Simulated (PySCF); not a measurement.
Compound: C₃H₇NSSi.
Numbering: `[CH2:1]=[CH:2]/[CH:3]=[N:4]\[SiH2:5][SH:6]` (hydrogens: H7, H8 on C1; H9 on C2; H10 on C3; H11, H12 on Si5; H13 on S6)

Structure used (PBE0-D3(BJ)/def2-SVP), in Å, numbered top down from 1:
```
atom  x, y, z in Å
C1     2.745    0.058    0.169
C2     1.437   -0.203    0.049
C3     0.549    0.653   -0.741
N4    -0.695    0.504   -0.940
Si5   -1.878   -0.644   -0.398
S6    -3.378    0.426    0.694
H7     3.191    0.928   -0.325
H8     3.411   -0.578    0.757
H9     0.993   -1.074    0.544
H10    1.057    1.523   -1.208
H11   -2.421   -1.282   -1.630
H12   -1.446   -1.712    0.561
H13   -3.553    1.352   -0.276
```

Jobs on this species (13 atoms, 62 electrons) with PySCF (density fitting). Hardware of each: an Arm Neoverse V1 with one thread, no GPU, shared host. Times come from a shared host and carry two figures at best. Peak memory is the resident size of the whole Python process, interpreter and libraries included.

```csv
level and settings,work,basis functions,SCF cycles,wall time,peak memory
PBE0/aug-cc-pVDZ,"shieldings, charges and field gradients",209,?,?,?
HF/def2-SVPD,"10 singlets by TDHF, 4 Tamm–Dancoff triplets, polarisability, ΔSCF ions",187,?,?,?
PBE0/IGLO-III,"shieldings, charges and field gradients",298,15,42 s,1.1 GiB
PBE/pcSseg-1,shieldings,151,16,21 s,0.80 GiB
BHandHLYP/pcSseg-1,shieldings,151,12,13 s,0.82 GiB
LDA/pcSseg-1,shieldings,151,15,17 s,0.80 GiB
PBE0/aug-cc-pVDZ,"10 singlets by full TDDFT, 4 Tamm–Dancoff triplets, polarisability",209,14,36 s,0.85 GiB
KT3/pcSseg-1,shieldings,151,16,20 s,0.80 GiB
wB97X-D/pcSseg-1,shieldings,151,14,18 s,0.82 GiB
```

Fill in the missing figures.

- PBE0/aug-cc-pVDZ; shieldings, charges and field gradients: 27 s, 0.94 GiB, 14 SCF cycles
- HF/def2-SVPD; 10 singlets by TDHF, 4 Tamm–Dancoff triplets, polarisability, ΔSCF ions: 44 s, 0.72 GiB, 11 SCF cycles

What do all jobs in the table cost together?

About 4.0 min; the longest takes about 18 % of that, and about 3.4 times as long as the shortest.
